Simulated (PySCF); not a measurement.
C2H8Ti, SMILES [CH3][TiH2][CH3], multiplicity 1.

Coordinates come from a B3LYP-D3(BJ)/def2-SVP optimisation. The multiplicity is an assumed one; no other spin state was optimised. The structure was generated by enumeration; whether it is a known compound was not checked.

Computed with PySCF with TDA-PBE0/def2-SVPD.

Vertical excitations. Gas-phase values at a fixed geometry. State labels are in the subgroup C2v.

Computed UV-visible absorptions:
| state | symmetry | energy (eV) | λ (nm) | f | main pairs |
|---|---|---|---|---|---|
| S1 | B1 | 3.59 | 346 | 0.001 | HOMO→LUMO 82 %, HOMO−2→LUMO+1 13 % |
| S2 | B2 | 3.62 | 343 | 0.000 | HOMO−2→LUMO 75 %, HOMO→LUMO+1 24 % |
| S3 | A2 | 3.69 | 336 | 0.000 | HOMO−1→LUMO+1 96 % |
| S4 | B2 | 3.92 | 316 | 0.000 | HOMO→LUMO+1 73 %, HOMO−2→LUMO 24 % |
| S5 | A1 | 3.93 | 315 | 0.000 | HOMO−1→LUMO 92 % |
| S6 | B1 | 4.05 | 306 | 0.001 | HOMO−2→LUMO+1 85 % |
| S7 | A2 | 4.66 | 266 | 0.000 | HOMO→LUMO+2 88 % |
| S8 | B2 | 4.69 | 264 | 0.000 | HOMO−1→LUMO+2 69 %, HOMO−2→LUMO+3 28 % |
| S9 | B1 | 4.71 | 263 | 0.003 | HOMO→LUMO+3 70 %, HOMO−1→LUMO+4 24 % |
| S10 | A1 | 4.76 | 260 | 0.003 | HOMO−3→LUMO 89 % |
| T1 | B2 | 3.24 | 382 | 0 | HOMO−2→LUMO 94 % |
| T2 | B1 | 3.25 | 382 | 0 | HOMO→LUMO 90 % |
| T3 | A1 | 3.32 | 374 | 0 | HOMO−1→LUMO 90 % |
| T4 | B2 | 3.33 | 373 | 0 | HOMO→LUMO+1 92 % |
Triplets are in the Tamm–Dancoff approximation.
